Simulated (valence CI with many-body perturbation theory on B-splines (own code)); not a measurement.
Eu⁴⁹⁺: electric-dipole lines

Computed by relativistic CI+MBPT: four valence electrons over a frozen Dirac-Fock core [Ne], radial functions for each j: 11 s, 11 p, 9 d, 7 f, 5 g, 2 h, 1 i, with the one-electron correlation potential Σ1, the two-electron term Σ2, the three-electron term Σ3, Breit, model QED; selected CI, second order for the rest (own B-spline code, finite nucleus).

The last digits are not significant, and no measured levels were compared; by estimate large intervals hold to a few tenths of a per cent, small ones and those within an open d or f shell to about a per cent.

Lines 101 to 150 of 236 in falling wavelength, among levels below 54.586 Ry, chosen from the strongest by gf and those to the six lowest levels. Wavelengths and rates use the calculated energies. Electric multipoles are in the length gauge, E1 and E2 with the static RPA response of the core. Weak lines are less certain than strong ones. Lines between different terms over intervals too small for the method are left out, as are lines whose strength nearly cancels. The highest levels of a list are the least certain.

Levels are named by their leading jj configuration (3d3/2^4 stands for four electrons in 3d with j = 3/2), which in mixed levels can hold well under half, so a name can repeat and another be missing. Letters in brackets count levels of one name in rising energy.

| λ vac (Å) | Upper | Lower | A (s⁻¹) | S (a.u.) |
| --- | --- | --- | --- | --- |
| 52.43 | (3s 3p1/2 3p3/2 3d5/2) J=2 [c] | (3s 3p1/2 3p3/2^2) J=1 [a] | 1.57e+11 | 5.57e-02 |
| 52.01 | (3s 3p1/2 3p3/2 3d5/2) J=0 | (3s 3p1/2 3p3/2^2) J=1 [a] | 1.07e+11 | 7.40e-03 |
| 51.46 | (3s 3p1/2 3p3/2 3d5/2) J=2 [d] | (3s 3p1/2 3p3/2^2) J=2 [b] | 1.67e+10 | 5.60e-03 |
| 51.22 | (3s 3p1/2 3p3/2 3d5/2) J=3 [b] | (3s 3p1/2 3p3/2^2) J=2 [a] | 1.19e+11 | 5.54e-02 |
| 51.13 | (3s 3p1/2 3p3/2 3d5/2) J=4 [c] | (3s 3p1/2 3p3/2^2) J=3 | 1.32e+11 | 7.82e-02 |
| 51.12 | (3s 3p1/2^2 3d5/2) J=2 | (3s 3p1/2^2 3p3/2) J=2 | 3.01e+10 | 9.93e-03 |
| 51.10 | (3s 3p1/2 3p3/2 3d5/2) J=2 [d] | (3s 3p1/2 3p3/2^2) J=1 [a] | 3.29e+10 | 1.08e-02 |
| 51.02 | (3s 3p1/2 3p3/2 3d5/2) J=1 [a] | (3s 3p1/2 3p3/2^2) J=2 [a] | 1.88e+10 | 3.70e-03 |
| 50.97 | (3s^2 3p3/2 3d5/2) J=3 | (3s^2 3p3/2^2) J=2 | 3.69e+11 | 1.69e-01 |
| 50.59 | (3s 3p1/2 3p3/2 3d5/2) J=1 [c] | (3s 3p1/2 3p3/2^2) J=0 | 2.32e+10 | 4.46e-03 |
| 49.54 | (3s^2 3p3/2 3d5/2) J=1 | (3s^2 3p3/2^2) J=2 | 6.29e+10 | 1.13e-02 |
| 48.87 | (3s 3p1/2 3p3/2 3d5/2) J=3 [c] | (3s 3p1/2 3p3/2^2) J=2 [a] | 1.50e+11 | 6.04e-02 |
| 48.41 | (3s 3p1/2 3p3/2 3d5/2) J=3 [d] | (3s 3p1/2 3p3/2^2) J=3 | 5.48e+10 | 2.15e-02 |
| 47.95 | (3s 3p1/2 3p3/2 3d3/2) J=3 [b] | (3s^2 3p1/2 3d5/2) J=2 | 1.51e+10 | 5.76e-03 |
| 47.09 | (3s 3p1/2 3p3/2 3d5/2) J=2 [d] | (3s 3p1/2 3p3/2^2) J=3 | 3.77e+10 | 9.71e-03 |
| 46.50 | (3s^2 3d3/2^2) J=2 | (3s 3p1/2 3p3/2^2) J=3 | 1.29e+10 | 3.21e-03 |
| 46.32 | (3s 3p1/2 3p3/2 3d5/2) J=1 [c] | (3s 3p1/2 3p3/2^2) J=2 [a] | 3.35e+10 | 4.93e-03 |
| 46.09 | (3s 3p1/2 3p3/2 3d5/2) J=3 [d] | (3s 3p1/2 3p3/2^2) J=2 [a] | 1.38e+10 | 4.65e-03 |
| 44.90 | (3s 3p1/2 3p3/2 3d5/2) J=2 [d] | (3s 3p1/2 3p3/2^2) J=2 [a] | 2.55e+10 | 5.68e-03 |
| 44.59 | (3s 3p1/2 3p3/2^2) J=2 [a] | (3s^2 3p1/2 3p3/2) J=2 | 9.19e+09 | 2.01e-03 |
| 44.45 | (3s 3p1/2 3p3/2 3d5/2) J=2 [a] | (3s^2 3p1/2 3d5/2) J=2 | 1.04e+11 | 2.26e-02 |
| 43.37 | (3s 3p1/2 3p3/2^2) J=2 [a] | (3s^2 3p1/2 3p3/2) J=1 | 2.24e+11 | 4.51e-02 |
| 43.25 | (3s 3p1/2 3p3/2 3d5/2) J=3 [a] | (3s^2 3p1/2 3d5/2) J=3 | 2.88e+10 | 8.04e-03 |
| 42.61 | (3s 3p1/2 3p3/2^2) J=3 | (3s^2 3p1/2 3p3/2) J=2 | 1.22e+11 | 3.27e-02 |
| 42.24 | (3s 3p1/2 3p3/2 3d3/2) J=2 [a] | (3s 3p1/2^2 3p3/2) J=1 | 1.33e+11 | 2.47e-02 |
| 41.94 | (3s 3p1/2 3p3/2 3d5/2) J=3 [b] | (3s^2 3p1/2 3d5/2) J=3 | 8.57e+10 | 2.18e-02 |
| 41.77 | (3s 3p1/2 3p3/2 3d5/2) J=3 [b] | (3s^2 3p1/2 3d5/2) J=2 | 1.81e+10 | 4.55e-03 |
| 41.72 | (3s 3p1/2 3p3/2 3d5/2) J=4 [b] | (3s^2 3p1/2 3d5/2) J=3 | 3.72e+10 | 1.20e-02 |
| 41.44 | (3s 3p1/2 3p3/2 3d5/2) J=2 [b] | (3s^2 3p1/2 3d5/2) J=3 | 1.05e+11 | 1.84e-02 |
| 41.28 | (3s 3p1/2 3p3/2 3d5/2) J=2 [b] | (3s^2 3p1/2 3d5/2) J=2 | 2.68e+10 | 4.66e-03 |
| 41.23 | (3s 3p1/2 3p3/2 3d3/2) J=0 [a] | (3s 3p1/2^2 3p3/2) J=1 | 4.08e+10 | 1.41e-03 |
| 41.10 | (3s 3p1/2 3p3/2 3d3/2) J=1 [d] | (3s^2 3p1/2 3d3/2) J=1 | 1.03e+11 | 1.06e-02 |
| 40.88 | (3s 3p1/2 3p3/2 3d3/2) J=1 [a] | (3s 3p1/2^2 3p3/2) J=1 | 9.29e+06 | 9.40e-07 |
| 40.49 | (3s 3p1/2 3p3/2 3d3/2) J=2 [c] | (3s^2 3p1/2 3d3/2) J=2 | 2.58e+11 | 4.22e-02 |
| 40.36 | (3s 3p1/2 3p3/2 3d5/2) J=3 [c] | (3s^2 3p1/2 3d5/2) J=3 | 1.34e+10 | 3.05e-03 |
| 40.22 | (3s 3p1/2 3p3/2 3d3/2) J=2 [b] | (3s 3p1/2^2 3p3/2) J=1 | 1.38e+11 | 2.21e-02 |
| 40.20 | (3s 3p1/2 3p3/2 3d5/2) J=3 [c] | (3s^2 3p1/2 3d5/2) J=2 | 3.60e+11 | 8.09e-02 |
| 40.20 | (3s 3p1/2 3p3/2^2) J=0 | (3s^2 3p1/2 3p3/2) J=1 | 2.10e+11 | 6.72e-03 |
| 40.14 | (3s 3p1/2 3p3/2 3d5/2) J=4 [c] | (3s^2 3p1/2 3d5/2) J=3 | 2.76e+11 | 7.92e-02 |
| 40.09 | (3s 3p1/2 3p3/2 3d3/2) J=0 [b] | (3s^2 3p1/2 3d3/2) J=1 | 3.35e+11 | 1.07e-02 |
| 40.07 | (3s 3p3/2^3) J=2 | (3s^2 3p3/2^2) J=2 | 7.30e+11 | 1.16e-01 |
| 40.03 | (3s 3p1/2 3p3/2 3d3/2) J=2 [e] | (3s^2 3p1/2 3d3/2) J=1 | 5.13e+11 | 8.12e-02 |
| 39.79 | (3s 3p1/2 3p3/2^2) J=1 [a] | (3s^2 3p1/2 3p3/2) J=2 | 1.05e+10 | 9.77e-04 |
| 39.72 | (3s 3p1/2^2 3p3/2) J=1 | (3s^2 3p1/2^2) J=0 | 2.29e+11 | 2.13e-02 |
| 39.67 | (3s 3p1/2 3p3/2 3d5/2) J=1 [b] | (3s^2 3p1/2 3d5/2) J=2 | 1.14e+11 | 1.05e-02 |
| 39.58 | (3s 3p1/2 3p3/2^2) J=2 [b] | (3s^2 3p1/2 3p3/2) J=2 | 4.64e+11 | 7.10e-02 |
| 39.38 | (3p1/2^2 3p3/2^2) J=0 | (3s 3p1/2^2 3p3/2) J=1 | 3.78e+11 | 1.14e-02 |
| 39.37 | (3s 3p1/2 3p3/2 3d3/2) J=2 [d] | (3s^2 3p1/2 3d3/2) J=2 | 4.68e+10 | 7.04e-03 |
| 39.30 | (3s 3p1/2 3p3/2 3d5/2) J=1 [a] | (3s^2 3p1/2 3d3/2) J=1 | 1.06e+11 | 9.50e-03 |
| 39.09 | (3s 3p1/2 3p3/2 3d3/2) J=2 [a] | (3s 3p1/2^2 3p3/2) J=2 | 4.10e+10 | 6.05e-03 |
